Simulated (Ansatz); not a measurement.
Consider the homolysis of the Ga–Ge bond: `[F][GeH2][GaH2]` → `[GaH2]`• + `[F][GeH2]`•.

Calculated with Ansatz (gas phase, PBE0-D4/def2-TZVP geometries, no zero-point term in ΔE). CCSD(T)/CBS adds triple-zeta CCSD(T) − MP2 to the extrapolated MP2 energy (def2 sets, frozen cores). DFT in def2-TZVPP. No spin–orbit coupling; open shells (•) take unrestricted orbitals. For Ga, Ge outer-core shells are correlated without core-valence functions, which leaves a few kJ/mol of doubt a bond. Scalar relativity is left out up to krypton.

`[F][GeH2][GaH2]`:

Z-matrix (Å, degrees):
```
Ge
Ga 1 2.453
F 1 1.755 2 108.7
H 1 1.544 2 114.9 3 -116.8
H 1 1.544 2 114.9 3 116.8
H 2 1.570 1 118.5 3 179.8
H 2 1.566 1 120.6 3 -0.2
```

`[GaH2]`•:

Z-matrix (Å, degrees):
```
Ga
H 1 1.593
H 1 1.593 2 120.6
```

`[F][GeH2]`•:

```xyz
4

F     0.423    1.036   -1.088
Ge   -0.418    0.078    0.105
H    -0.389   -1.373   -0.436
H     0.384    0.259    1.418
```

```
          level  ΔE (kJ/mol)  difference from CCSD(T)/CBS
      r2SCAN-D4        276.9                        -33.3
        PBE0-D4        284.9                        -25.3
     r2SCANh-D4        276.9                        -33.3
        ωB97X-V        298.8                        -11.4
       PBE-QIDH        292.7                        -17.5
            PBE        275.3                        -34.9
         revPBE        257.6                        -52.6
         r2SCAN        275.5                        -34.7
        r2SCAN0        275.3                        -34.9
CCSD/def2-TZVPP        289.9                        -20.3
    CCSD(T)/CBS        310.2                            0
```

Largest T1 diagnostic among the species: 0.015.

From BLYP to BHLYP (50 % exact exchange), in def2-TZVPP and without D4, ΔE moves by +15.3 kJ/mol. In def2-TZVPP, CCSD(T) changes the Hartree–Fock value by +90.1 kJ/mol (the triples alone add +5.2 kJ/mol) and MP2 by +92.9 kJ/mol; breaking electron pairs costs correlation energy, which Hartree–Fock lacks.
